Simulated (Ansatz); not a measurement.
`O[SiH2]CCl` + H₂Se → `ClC[SiH2][SeH]` + H₂O  (ligand exchange at the Si–O bond)

Gas-phase electronic energies from Ansatz, PBE0-D4/def2-TZVP geometries. CCSD(T)/CBS is the MP2 limit (def2-TZVPP, def2-QZVPP) plus CCSD(T) − MP2 in def2-TZVPP, frozen cores. This one scheme is used for every species. DFT in def2-TZVPP. For Se outer-core shells are correlated without core-valence functions, which leaves a few kJ/mol of doubt a bond. Scalar relativity is left out up to krypton. One conformer a species, not always the lowest.

`O[SiH2]CCl`:

Z-matrix (Å, degrees):
```
Si
C 1 1.881
O 1 1.642 2 110.3
H 1 1.486 2 107.4 3 -122.7
H 1 1.483 2 109.9 3 116.9
Cl 2 1.793 1 107.6 3 56.2
H 2 1.090 1 112.6 3 -61.7
H 2 1.091 1 112.9 3 174.6
H 3 0.960 1 116.1 2 -53.7
```

H₂Se:

```xyz
3

Se    0.679   -0.043    0.073
H    -0.453   -0.016    1.005
H    -0.226    0.059   -1.077
```

`ClC[SiH2][SeH]`:

Z-matrix (Å, degrees):
```
C
Si 1 1.880
Cl 1 1.787 2 108.2
H 1 1.090 2 111.7 3 118.9
H 1 1.090 2 112.2 3 -118.9
Se 2 2.281 1 110.9 3 -179.1
H 2 1.481 1 109.5 3 -63.4
H 2 1.482 1 109.0 3 58.4
H 6 1.469 2 93.0 1 -71.9
```

H₂O:

Cartesian coordinates in Å:
```
O -0.180 -0.114 -0.326
H 0.305 -0.662 0.295
H -0.124 0.775 0.031
```

| species | B2PLYP energy (Eh) |
| --- | --- |
| `O[SiH2]CCl` | -865.81589 |
| H₂Se | -2402.36791 |
| `ClC[SiH2][SeH]` | -3191.75705 |
| H₂O | -76.41329 |

Q: Work out ΔE.

A: ΔE = (-3191.75705) + (-76.41329) − (-865.81589) − (-2402.36791) = 0.01346 Eh = +0.37 eV. CCSD(T)/CBS gives +0.26 eV.

Largest T1 diagnostic among the species: 0.010.

In def2-TZVPP, CCSD(T) changes the Hartree–Fock value by −0.16 eV (the triples alone add −0.03 eV) and MP2 by −0.21 eV. The D4 term adds −0.05 eV with B3LYP and −0.03 eV with PBE0; it sums over pairs of atoms, weighted by their polarisabilities, and B3LYP, whose exchange is more repulsive, gets the larger term.

B3LYP here is the variant with VWN-RPA as its local correlation; programs differ in this.
